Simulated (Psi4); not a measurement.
singlet oxygen (O2), singlet, at a GFN2-xTB geometry; CAM-B3LYP/STO-3G (Psi4).

Psi4 was given this input:
```
memory 2 GB

molecule mol {
0 1
  O    -0.000000   -0.000000   -0.604951
  O     0.000000    0.000000    0.604951
}

set basis sto-3g
set reference rks

energy('cam-b3lyp')
print_variables()
```

It wrote (shortened):

```
   => Loading Basis Set <=

    Name: STO-3G
    Role: ORBITAL
    Keyword: BASIS

         ---------------------------------------------------------
                                   SCF
               by Justin Turney, Rob Parrish, Andy Simmonett
                          and Daniel G. A. Smith
                              RKS Reference
         ---------------------------------------------------------

  ==> Geometry <==

    Molecular point group: d2h
    Full point group: D_inf_h

    Geometry (in Angstrom), charge = 0, multiplicity = 1:

       Center              X                  Y                   Z               Mass
    ------------   -----------------  -----------------  -----------------  -----------------
         O            0.000000000000     0.000000000000    -0.604951000000    15.994914619570
         O            0.000000000000     0.000000000000     0.604951000000    15.994914619570

  Running in d2h symmetry.

  Rotational constants: A = ************  B =      1.43994  C =      1.43994 [cm^-1]
  Rotational constants: A = ************  B =  43168.29338  C =  43168.29338 [MHz]
  Nuclear repulsion =   27.991805520513232

  Charge       = 0
  Multiplicity = 1
  Electrons    = 16
  Nalpha       = 8
  Nbeta        = 8

  ==> Algorithm <==

  SCF Algorithm Type is DF.
  DIIS enabled.
  MOM disabled.
  Fractional occupation disabled.
  Guess Type is SAD.
  Energy threshold   = 1.00e-06
  Density threshold  = 1.00e-06
  Integral threshold = 1.00e-12

  ==> Primary Basis <==

  Basis Set: STO-3G
    Blend: STO-3G
    Number of shells: 6
    Number of basis functions: 10
    Number of Cartesian functions: 10
    Spherical Harmonics?: true
    Max angular momentum: 1

  ==> DFT Potential <==

   => LibXC <=

    Version 7.1.2
    S. Lehtola, C. Steigemann, M. J. T. Oliveira, and M. A. L. Marques,  SoftwareX 7, 1–5 (2018) (10.1016/j.softx.2017.11.002)

   => Composite Functional: CAM-B3LYP <=

    CAM-B3LYP Hyb-GGA Exchange-Correlation Functional

    T. Yanai, D. P. Tew, and N. C. Handy,  Chem. Phys. Lett. 393, 51 (2004) (10.1016/j.cplett.2004.06.011)

    Deriv               =              1
    GGA                 =           TRUE
    Meta                =          FALSE

    Exchange Hybrid     =           TRUE
    MP2 Hybrid          =          FALSE

   => Exchange Functionals <=

    0.3500         Becke 88 [omega = 0.3300]
    0.4600   Short-range recipe for B88 functional - erf [omega = 0.3300]

   => Exact (HF) Exchange <=

    0.4600            HF,LR [omega = 0.3300]
    0.1900               HF

   => Correlation Functionals <=

    0.1900   Vosko, Wilk & Nusair (VWN5)
    0.8100   Lee, Yang & Parr

   => LibXC Density Thresholds  <==

    XC_HYB_GGA_XC_CAM_B3LYP:  1.00E-14

   => Molecular Quadrature <=

    Radial Scheme          =       TREUTLER
    Pruning Scheme         =           NONE
    Nuclear Scheme         =       TREUTLER

    Blocking Scheme        =         OCTREE
    BS radius alpha        =              1
    Pruning alpha          =              1
    Radial Points          =             75
    Spherical Points       =            302
    Total Points           =          40264
    Total Blocks           =            350
    Max Points             =            256
    Max Functions          =             10
    Weights Tolerance      =       1.00E-15

   => Loading Basis Set <=

    Name: (STO-3G AUX)
    Role: JKFIT
    Keyword: DF_BASIS_SCF

  ==> Integral Setup <==

  SCF_SUBTYPE=INCORE selected. In-core MEM_DF algorithm will be used.
  Using in-core AOs.

  ==> MemDFJK: Density-Fitted J/K Matrices <==

    J tasked:                   Yes
    K tasked:                   Yes
    wK tasked:                  Yes
    Omega:                3.300E-01
    Algorithm:                 Core
    Schwarz Cutoff:           1E-12
    Mask sparsity (%):       0.0000
    Fitting Condition:        1E-10

   => Auxiliary Basis Set <=

  Basis Set: (STO-3G AUX)
    Blend: DEF2-UNIVERSAL-JKFIT
    Number of shells: 50
    Number of basis functions: 154
    Number of Cartesian functions: 186
    Spherical Harmonics?: true
    Max angular momentum: 4

  Minimum eigenvalue in the overlap matrix is 4.9911704795E-01.
  Reciprocal condition number of the overlap matrix is 3.2412133273E-01.
    Using symmetric orthogonalization.

  ==> Pre-Iterations <==

  SCF Guess: Superposition of Atomic Densities via on-the-fly atomic UHF (no occupation information).

   -------------------------
    Irrep   Nso     Nmo
   -------------------------
     Ag         3       3
     B1g        0       0
     B2g        1       1
     B3g        1       1
     Au         0       0
     B1u        3       3
     B2u        1       1
     B3u        1       1
   -------------------------
    Total      10      10
   -------------------------

  ==> Iterations <==

                           Total Energy        Delta E     RMS |[F,P]|

   @DF-RKS iter SAD:  -147.43588261632553   -1.47436e+02   0.00000e+00
   @DF-RKS iter   1:  -148.13466473542650   -6.98782e-01   2.82208e-02 DIIS/ADIIS
   @DF-RKS iter   2:  -148.14814742276715   -1.34827e-02   1.64066e-03 DIIS/ADIIS
   @DF-RKS iter   3:  -148.14816884435069   -2.14216e-05   5.46912e-05 DIIS
   @DF-RKS iter   4:  -148.14816885513434   -1.07837e-08   1.12045e-07 DIIS
  Energy and wave function converged.

  ==> Post-Iterations <==

   Electrons on quadrature grid:
      Ntotal   =   15.9999979885 ; deviation = -2.012e-06

    Orbital Energies [Eh]
    ---------------------

    Doubly Occupied:

       1B1u  -19.082334     1Ag   -19.080719     2Ag    -1.270321
       2B1u   -0.760373     1B3u   -0.450052     3Ag    -0.449301
       1B2u   -0.445499     1B3g   -0.165416

    Virtual:

       1B2g    0.038180     3B1u    0.493193

    Final Occupation by Irrep:
             Ag   B1g   B2g   B3g    Au   B1u   B2u   B3u
    DOCC [     3,    0,    0,    1,    0,    2,    1,    1 ]
    NA   [     3,    0,    0,    1,    0,    2,    1,    1 ]
    NB   [     3,    0,    0,    1,    0,    2,    1,    1 ]

  @DF-RKS Final Energy:  -148.14816885513434

   => Energetics <=

    Nuclear Repulsion Energy =             27.9918055205132319
    One-Electron Energy =                -260.2002456489002498
    Two-Electron Energy =                  96.6978850635336187
    DFT Exchange-Correlation Energy =     -12.6376137902809429
    Empirical Dispersion Energy =           0.0000000000000000
    VV10 Nonlocal Energy =                  0.0000000000000000
    Total Energy =                       -148.1481688551343439

Computation Completed

Properties will be evaluated at   0.000000,   0.000000,   0.000000 [a0]

Properties computed using the SCF density matrix

 Multipole Moments:

 ------------------------------------------------------------------------------------
     Multipole            Electronic (a.u.)      Nuclear  (a.u.)        Total (a.u.)
 ------------------------------------------------------------------------------------

 L = 1.  Multiply by 2.5417464519 to convert [e a0] to [Debye]
 Dipole X            :          0.0000000            0.0000000            0.0000000
 Dipole Y            :          0.0000000            0.0000000            0.0000000
 Dipole Z            :          0.0000000            0.0000000            0.0000000
 Magnitude           :                                                    0.0000000

 ------------------------------------------------------------------------------------

  Variable Map:
  ----------------------------------------------------------------------------
  "CURRENT ENERGY"              =>    -148.148168855134
  "CURRENT REFERENCE ENERGY"    =>    -148.148168855134
  "DD SOLVATION ENERGY"         =>       0.000000000000
  "DFT FUNCTIONAL TOTAL ENERGY" =>    -148.148168855134
  "DFT TOTAL ENERGY"            =>    -148.148168855134
  "DFT VV10 ENERGY"             =>       0.000000000000
  "DFT XC ENERGY"               =>     -12.637613790281
  "GRID ELECTRONS ALPHA"        =>       7.999998994235
  "GRID ELECTRONS BETA"         =>       7.999998994235
  "GRID ELECTRONS TOTAL"        =>      15.999997988470
  "NUCLEAR REPULSION ENERGY"    =>      27.991805520513
  "ONE-ELECTRON ENERGY"         =>    -260.200245648900
  "PCM POLARIZATION ENERGY"     =>       0.000000000000
  "PE ENERGY"                   =>       0.000000000000
  "SCF ITERATION ENERGY"        =>    -148.148168855134
  "SCF ITERATIONS"              =>       4.000000000000
  "SCF TOTAL ENERGY"            =>    -148.148168855134
  "TWO-ELECTRON ENERGY"         =>      96.697885063534
  "XC GRID RADIAL POINTS"       =>      75.000000000000
  "XC GRID SPHERICAL POINTS"    =>     302.000000000000
  "XC GRID TOTAL POINTS"        =>   40264.000000000000

  Array Variable Map:
  ----------------------------------------------------------------------------
  "CURRENT DIPOLE"              =>       0.000000000000 ... 0.000000000000 1 by 3
  "SCF DIPOLE"                  =>       0.000000000000 ... 0.000000000000 1 by 3
  "SCF TOTAL ENERGIES"          =>    -147.435882616326 ... -148.148168855134 1 by 5
```
